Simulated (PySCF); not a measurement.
# Solvent effects on NMR parameters

Geometry:
```json
{"atom": "C1", "x (Å)": "-1.914", "y (Å)": "-2.833", "z (Å)": "0.186"}
{"atom": "C2", "x (Å)": "-1.407", "y (Å)": "-1.882", "z (Å)": "-0.606"}
{"atom": "Si3", "x (Å)": "-0.884", "y (Å)": "-0.226", "z (Å)": "0.043"}
{"atom": "C4", "x (Å)": "0.915", "y (Å)": "0.031", "z (Å)": "-0.250"}
{"atom": "C5", "x (Å)": "2.102", "y (Å)": "0.214", "z (Å)": "-0.458"}
{"atom": "C6", "x (Å)": "3.523", "y (Å)": "0.414", "z (Å)": "-0.710"}
{"atom": "F7", "x (Å)": "3.943", "y (Å)": "1.657", "z (Å)": "-0.320"}
{"atom": "O8", "x (Å)": "-1.720", "y (Å)": "0.951", "z (Å)": "-0.777"}
{"atom": "C9", "x (Å)": "-1.478", "y (Å)": "2.326", "z (Å)": "-0.659"}
{"atom": "H10", "x (Å)": "-2.210", "y (Å)": "-3.816", "z (Å)": "-0.198"}
{"atom": "H11", "x (Å)": "-2.056", "y (Å)": "-2.674", "z (Å)": "1.261"}
{"atom": "H12", "x (Å)": "-1.287", "y (Å)": "-2.092", "z (Å)": "-1.676"}
{"atom": "H13", "x (Å)": "-1.138", "y (Å)": "-0.148", "z (Å)": "1.513"}
{"atom": "H14", "x (Å)": "4.106", "y (Å)": "-0.348", "z (Å)": "-0.162"}
{"atom": "H15", "x (Å)": "3.731", "y (Å)": "0.289", "z (Å)": "-1.787"}
{"atom": "H16", "x (Å)": "-1.742", "y (Å)": "2.705", "z (Å)": "0.345"}
{"atom": "H17", "x (Å)": "-0.419", "y (Å)": "2.577", "z (Å)": "-0.854"}
{"atom": "H18", "x (Å)": "-2.098", "y (Å)": "2.858", "z (Å)": "-1.397"}
```

GIAO PBE0/pcSseg-1 in PySCF on one PBE0-D3(BJ)/def2-SVP conformer, non-relativistic, equivalent nuclei averaged. Solvents enter as an IEF-PCM continuum (acetone with ε = 20.5, acetonitrile with ε = 35.7) around the gas-phase geometry. Shifts are referred to TMS, CFCl3 computed in the same medium.

Gas phase, δ in ppm: C1 146.9, C2 141.7, C5 109.4, C4 96.0, C6 71.0, C9 52.5, Si3 -30.7, F7 -246.0, H10 6.42, H12 6.37, H11 6.25, H15 5.02, H14 5.00, H13 4.77. Dipole moment 1.45 D.

Question: How does each δ change in the continuum?

Answer: 
```csv
atoms,environment,"Δδ, acetone","Δδ, acetonitrile"
C1,terminal =CH2 carbon,+4.8,+5.0
C2,alkene CH,-0.8,-0.8
C5,alkyne carbon,+3.2,+3.3
C4,alkyne carbon,-0.1,-0.1
C6,propargylic sp3 CH2 bonded to F,+1.9,+2.0
C9,methyl carbon bonded to O,+1.1,+1.1
Si3,"silicon bonded to 2 C, O, H",+0.2,+0.2
F7,fluorine on an sp3 carbon,-5.6,-5.8
H10,hydrogen on a terminal =CH2 carbon,+0.29,+0.30
H12,hydrogen on an alkene CH,+0.07,+0.07
H11,hydrogen on a terminal =CH2 carbon,+0.27,+0.28
H15,hydrogen on a propargylic sp3 CH2 bonded to F,+0.31,+0.32
H14,hydrogen on a propargylic sp3 CH2 bonded to F,+0.31,+0.32
H13,"hydrogen on a silicon bonded to 2 C, O",0.00,0.00
```

Changes are relative to the gas phase. The dipole moment becomes 1.82 D in acetone, 1.84 D in acetonitrile.

Question: Which of the listed nuclei move most (in ppm), and what does the model miss? (N and O are left out, as their reference compounds move with the solvent too.)

Answer: F7 (fluorine on an sp3 carbon, -5.8 ppm) in acetonitrile. A continuum only polarises the solute; specific hydrogen bonds, the anisotropy of aromatic solvents and changes of geometry or conformer are outside it.
